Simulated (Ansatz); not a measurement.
Species: CH$_{2}$N$_{2}$, SMILES `N=C=N` with one electron removed (charge 1, multiplicity 2).

Task: Give a relaxed geometry from B3LYP-D3(BJ)/def2-TZVP (Ansatz, an electronic-structure program).

Result: the end point of this relaxation (outside a Z-matrix the atoms follow the SMILES, hydrogens last).
Cartesian coordinates (Å) in one orientation:
```xyz
5

N     -1.159     0.416    -0.024
C      0.014     0.120    -0.006
N      1.224     0.138    -0.003
H     -2.036    -0.104    -0.001
H      1.957    -0.570     0.034
```
